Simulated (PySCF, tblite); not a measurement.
Isomers of C6H6F2, one GFN2-xTB conformer each. Single-point energies are computed at CAM-B3LYP/def2-SVPD (PySCF, gas phase, no added dispersion term), electronic only.

Task: Rank them by CAM-B3LYP/def2-SVPD energy, lowest first (kcal/mol).
A. `FC1=C(F)CC=CC1`
B. `C/C(F)=C1\C=C(F)C1`
C. `[F:1][CH2:2][CH:3]=[C:4]=[C:5]=[CH:6][CH2:7][F:8]` with F1–C2–C3–C4 147°, C5–C6–C7–F8 138°
D. `[CH:1]#[C:2][C@:3]1([F:4])[CH2:5][C@@H:6]([F:7])[CH2:8]1` with C2–C3–C5–C6 -104°, C3–C5–C6–F7 -131°, C5–C6–C8–C3 13°, C2–C3–C8–C6 104°
E. `[F:1][C:2]([F:3])=[CH:4][C:5]1=[CH:6][CH2:7][CH2:8]1` with C2–C4–C5–C6 180°
F. `[CH2:1]=[CH:2]/[C:3]([F:4])=[CH:5]\[CH:6]=[CH:7]/[F:8]` with C1–C2–C3–F4 0°, C3–C5–C6–C7 180°
G. `[F:1][CH2:2][C:3]#[C:4]/[CH:5]=[CH:6]\[CH2:7][F:8]` with C5–C6–C7–F8 -151°
H. `[CH2:1]=[CH:2][C@:3]1([F:4])[CH:5]=[C:6]([F:7])[CH2:8]1` with C1–C2–C3–F4 1°

Result: A (0.0), F (18.6), E (25.7), B (26.4), H (28.8), D (40.1), G (40.3), C (47.3).

As drawn, the highest has cumulated double bonds, which the lowest lacks. Neighbours under 2.5 kcal/mol apart (FC(F)=CC1=CCC1 and C/C(F)=C1\C=C(F)C1; C/C(F)=C1\C=C(F)C1 and C=C[C@]1(F)C=C(F)C1; C#C[C@]1(F)C[C@@H](F)C1 and FCC#C/C=C\CF) can change places with a better method, another conformer or zero-point energy. GFN2-xTB itself gives, in the same order: 0.0, 25.7, 19.3, 20.1, 29.7, 28.5, 35.8, 44.2. Both levels put the same isomer lowest; measured from each level's own lowest isomer, the values differ by up to 11.6 kcal/mol (C#C[C@]1(F)C[C@@H](F)C1: 28.5 against 40.1).

Task: Which frontier levels, dipoles and rotational constants go with these structures?

Result: 
```tsv
SMILES	HOMO (eV, CAM-B3LYP/def2-SVPD)	LUMO (eV)	dipole (D)	A, B, C (MHz)
FC1=C(F)CC=CC1	-8.36	1.23	3.14	2954, 2119, 1253
C=C/C(F)=C\C=C/F	-7.61	-0.64	2.64	5502, 902.2, 775.1
FC(F)=CC1=CCC1	-7.78	0.34	1.54	5802, 1137, 962.0
C/C(F)=C1\C=C(F)C1	-7.69	0.76	1.45	5558, 1095, 925.4
C=C[C@]1(F)C=C(F)C1	-9.02	0.83	1.43	4949, 1255, 1176
C#C[C@]1(F)C[C@@H](F)C1	-9.63	1.01	2.30	3912, 1387, 1222
FCC#C/C=C\CF	-8.49	-0.12	2.80	3683, 818.2, 682.1
FCC=C=C=CCF	-8.44	-0.95	0.35	8680, 545.7, 526.0
```

Task: What happens when harmonic zero-point energies from GFN2-xTB frequencies are added?

Result: 
| SMILES | ZPE (kcal/mol) | electronic (kcal/mol) | with ZPE (kcal/mol) |
| --- | --- | --- | --- |
| FC1=C(F)CC=CC1 | 64.7 | 0.0 | 0.0 |
| C=C/C(F)=C\C=C/F | 62.8 | 18.6 | 16.7 |
| FC(F)=CC1=CCC1 | 64.1 | 25.7 | 25.1 |
| C/C(F)=C1\C=C(F)C1 | 63.8 | 26.4 | 25.5 |
| C=C[C@]1(F)C=C(F)C1 | 63.5 | 28.8 | 27.6 |
| C#C[C@]1(F)C[C@@H](F)C1 | 63.7 | 40.1 | 39.1 |
| FCC#C/C=C\CF | 62.5 | 40.3 | 38.1 |
| FCC=C=C=CCF | 61.9 | 47.3 | 44.6 |

The zero-point energies span 2.8 kcal/mol. The lowest isomer stays, but the order above it changes.
